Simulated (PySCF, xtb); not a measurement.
2-bromopropane (C₃H₇Br), SMILES CC(C)Br.

GFN2-xTB (xtb) at its own geometry gives an orbital gap of 4.97 eV and a dipole moment of 4.05 D.

Geometry: B3LYP-D3(BJ)/def2-SVP.

Question: What does r2SCAN/def2-TZVP in PySCF give? (The exact figures need the calculation; the answer reports its results.)

Answer: gap 5.97 eV (levels -6.79 and -0.82 eV), dipole 2.42 D.
